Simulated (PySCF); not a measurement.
## Static response to an electric field

C3H11FSi2.
Cartesian coordinates in Å at the GFN2-xTB level; atoms count from 1:
```
atom  x, y, z in Å
C1     2.4945    0.0170    0.9936
Si2    1.5475   -0.9548   -0.3289
C3    -0.0548   -0.0319   -0.8255
C4    -1.1779   -0.1669    0.1916
F5    -0.7146    0.2373    1.4470
Si6   -2.7351    0.8811   -0.2186
H7     2.7901    0.9974    0.6289
H8     1.8865    0.1669    1.8808
H9     3.3971   -0.5079    1.2924
H10    2.3667   -1.0952   -1.5419
H11    1.1765   -2.2883    0.1630
H12   -0.4298   -0.4195   -1.7726
H13    0.1594    1.0271   -0.9794
H14   -1.4284   -1.2274    0.3208
H15   -3.6932    0.7301    0.8738
H16   -3.2753    0.3717   -1.4800
H17   -2.3162    2.2754   -0.3560
```

Level: B3LYP/def2-SVPD (PySCF), static field, nuclei fixed, core orbitals frozen in the response. The polarisability tensor in these axes (au):

```
x   109.84  -8.09   2.83
y    -8.09  85.91   1.97
z     2.83   1.97  85.98
```

Task: What are the eigenvalues, a third of the trace, and Δα (Δα² = ½Σ(αi − αj)² over the three pairs)?

Result: Principal values 81.67, 87.57 and 112.49 au; mean 93.91 au = 13.92 Å³ = 15.48 × 10⁻⁴⁰ C²·m²/J; Δα = 28.33 au (30 % of the mean).

Task: What is the dipole moment, and where does it point?

Result: (-0.30, -0.06, -1.19) D, 1.23 D in size, pointing from the negative to the positive side. Measured along this direction, the outermost atoms are H8 at the negative end and H16 at the positive end.

Task: In TDDFT the mean static polarisability is Σ f/ω² over all singlet excitations (ω in hartree). How much of it do the 8 lowest give? Their energies (eV) and oscillator strengths: 6.81, 0.0149; 7.31, 0.0652; 7.55, 0.0536; 7.56, 0.1304; 7.66, 0.0688; 7.78, 0.0497; 8.07, 0.0116; 8.14, 0.0127.

Result: They add up to 5.27 au, 5.6 % of the 93.91 au; the largest single term is 1.69 au, from the state at 7.56 eV. Terms in order: 0.24, 0.90, 0.70, 1.69, 0.87, 0.61, 0.13, 0.14 au. Higher excitations give the rest. The strengths listed sum to 0.407.

Task: What depolarisation ratio follows for Rayleigh scattering of linearly polarised light, taking the static tensor?

Result: ρ = 3Δα²/(45ᾱ² + 4Δα²) = 2408.0/(396851 + 3210.6) = 0.00602.

Task: What would n − 1 = 2πNα be for an ideal gas of these molecules at 350 K and 1 atm, electronic part alone?

Result: N = p/kT = 2.0968 × 10¹⁹ cm⁻³, so n − 1 = 2π × N × 13.92 × 10⁻²⁴ cm³ = 1833 × 10⁻⁶ at long wavelengths.

Task: Molar refractivity from α?

Result: Lorentz–Lorenz: R = (4π/3)N_A α = 2.5225 cm³/(mol·Å³) × 13.92 Å³ = 35.1 cm³/mol, in the limit of long wavelengths.

Task: Find the Langevin capture rate constant for NO+ (29.998 u) meeting this molecule (122.038 u), k = 2.342 × 10⁻⁹ cm³/s × √(α in Å³ / reduced mass in u).

Result: The reduced mass is 24.08 u, so k = 1.78 × 10⁻⁹ cm³/s. The formula leaves out the permanent dipole, which adds to the capture rate.

The structure is a single GFN2-xTB conformer in the gas phase; no vibrational or solvent corrections.
